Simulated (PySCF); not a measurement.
Method: PBE-D3(BJ)/def2-TZVP // BP86-D3(BJ)/def2-SVP (PySCF). Isolated molecules, 0 K electronic values unless said otherwise. One relaxed conformer stands for a flexible species; it need not be the lowest. 

Reference species: [Zr(F)2(NH2)2] (neutral, multiplicity 1).

* **charge on the central atom (Mulliken)**: 1.55 e
* **HOMO**: -5.81 eV

Changed species: [Zr(NH2)4] (4 of 4 F replaced by NH2; the reference has 2 of 4 F replaced by NH2).

Problem. Give the shifts of the charge on the central atom (Mulliken) and HOMO.

Solution. the charge on the central atom (Mulliken) decreases by 0.04 e, to 1.51 e; the HOMO rises by 0.47 eV, to -5.34 eV.
